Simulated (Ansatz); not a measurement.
Ansatz (a quantum-chemistry and plane-wave program) job for Br3Fe, SMILES [Br][Fe-]([Br])[Br] (connectivity only; charge and spin as stated), charge -1, multiplicity 5, PBE0-D3(BJ)/def2-SVPD. 

Ansatz 0.2 input:
```yaml
crystal:
  periodic: [false, false, false]
  atoms:
    - {symbol: Fe, position_ang: [-0.00000000, -0.00000000, 0.00000000]}
    - {symbol: Br, position_ang: [2.29080360, -0.00000000, 0.00000000]}
    - {symbol: Br, position_ang: [-1.14540180, 1.98389411, -0.00000000]}
    - {symbol: Br, position_ang: [-1.14540180, -1.98389411, 0.00000000]}
basis:
  gaussian:
    orbitals: def2-SVPD
hamiltonian:
  xc: pbe0
  dispersion: d3bj
total_charge: -1
magnetization: {spin_polarized: true, initial_magnetization: 4}
relax: {f_tol: 0.002, max_steps: 200}
```

Log of the run:

```
WARN ansatz: RAYON_NUM_THREADS=2 ignored (pool sized by the plan → 2); use --threads N
Functional definition: PBE0
integrals: 0.16 GiB planned
1613 factors; integrals over basis functions are off by at most 3.4e-4 eV
mean field: 2.91 GiB planned
mean field evaluation 1: about -244472.4684 eV, gradient 2.2e1 eV
mean field evaluation 2: about -244450.6148 eV, gradient 8.3e1 eV
mean field evaluation 4: about -244474.4577 eV, gradient 2.4e0 eV
mean field evaluation 8: about -244474.5205 eV, gradient 7.7e-2 eV
mean field evaluation 16: about -244474.5206 eV, gradient 9.3e-4 eV
mean field evaluation 32: about -244474.4453 eV, gradient 3.9e-1 eV
mean field -244474.52055787 eV, -8984.2729197199 hartree, gradient 4.9e-6 eV, S^2 6.014043; 4 other end points of the search recorded, 0 dependent functions left out
the calculation of the forces begins
reference -244474.52059252 eV, -8984.2729209934 hartree; 68, 64 occupied and 89, 93 virtual orbitals, 1613 factors
relax step   1: F+E_penalty+E_count = -244474.67624838 eV  Δ(F+E_penalty+E_count) = +0.000e0 eV  max|allowed force component| = 1.131e0 eV/Å  Δτ_max = 0.0000 Å  (101 SCF iters, accepted)
these checks for a lower state are left out or cut short: starts, cluster_reference, orbital_swaps, neighbouring_geometries, increment
integrals: 0.16 GiB planned
1613 factors; integrals over basis functions are off by at most 4.1e-4 eV
mean field: 2.91 GiB planned
mean field -244474.68416376 eV, -8984.2789321256 hartree, gradient 1.0e-5 eV, S^2 6.012675; 0 other end points of the search recorded, 0 dependent functions left out
the calculation of the forces begins
reference -244474.68419870 eV, -8984.2789334095 hartree; 68, 64 occupied and 89, 93 virtual orbitals, 1613 factors
relax step   2: F+E_penalty+E_count = -244474.83364830 eV  Δ(F+E_penalty+E_count) = -1.574e-1 eV  max|allowed force component| = 1.906e-1 eV/Å  Δτ_max = 0.0824 Å  (60 SCF iters, accepted)
these checks for a lower state are left out or cut short: starts, cluster_reference, orbital_swaps, neighbouring_geometries, increment
integrals: 0.16 GiB planned
1613 factors; integrals over basis functions are off by at most 4.3e-4 eV
mean field: 2.91 GiB planned
mean field -244474.69139523 eV, -8984.2791978770 hartree, gradient 8.1e-6 eV, S^2 6.012400; 0 other end points of the search recorded, 0 dependent functions left out
the calculation of the forces begins
reference -244474.69143022 eV, -8984.2791991629 hartree; 68, 64 occupied and 89, 93 virtual orbitals, 1613 factors
relax step   3: F+E_penalty+E_count = -244474.83938292 eV  Δ(F+E_penalty+E_count) = -5.735e-3 eV  max|allowed force component| = 6.993e-3 eV/Å  Δτ_max = 0.0196 Å  (67 SCF iters, accepted)
these checks for a lower state are left out or cut short: starts, cluster_reference, orbital_swaps, neighbouring_geometries, increment
integrals: 0.16 GiB planned
1613 factors; integrals over basis functions are off by at most 4.3e-4 eV
mean field: 2.91 GiB planned
mean field evaluation 64: about -244474.6915 eV, gradient 1.7e-5 eV
mean field -244474.69146229 eV, -8984.2792003417 hartree, gradient 6.5e-6 eV, S^2 6.012390; 0 other end points of the search recorded, 0 dependent functions left out
the calculation of the forces begins
reference -244474.69149729 eV, -8984.2792016277 hartree; 68, 64 occupied and 89, 93 virtual orbitals, 1613 factors
relax step   4: F+E_penalty+E_count = -244474.83939096 eV  Δ(F+E_penalty+E_count) = -8.039e-6 eV  max|allowed force component| = 1.386e-5 eV/Å  Δτ_max = 0.0008 Å  (50 SCF iters, accepted)
integrals: 0.16 GiB planned
1613 factors; integrals over basis functions are off by at most 4.3e-4 eV
mean field: 2.91 GiB planned
mean field evaluation 96: about -244474.6818 eV, gradient 1.6e0 eV
mean field -244474.69146229 eV, -8984.2792003417 hartree, gradient 6.5e-6 eV, S^2 6.012390; 5 other end points of the search recorded, 0 dependent functions left out
the calculation of the forces begins
reference -244474.69149729 eV, -8984.2792016277 hartree; 68, 64 occupied and 89, 93 virtual orbitals, 1613 factors
Total energy: -244474.83942595 eV, -8984.2846379059 hartree
Atom 0 at     0.000135     0.000000     0.000000 Å, force     0.000014    -0.000000     0.000000 eV/Å
Atom 1 at     2.393642    -0.000000    -0.000000 Å, force     0.000002     0.000000    -0.000000 eV/Å
Atom 2 at    -1.196888     2.072692    -0.000000 Å, force    -0.000008    -0.000004     0.000000 eV/Å
Atom 3 at    -1.196888    -2.072692    -0.000000 Å, force    -0.000008     0.000004    -0.000000 eV/Å
Dipole moment:     0.000113     0.000000    -0.000000 e Å
```

Self-consistency was reached.

Cost: very roughly 70 core-seconds.
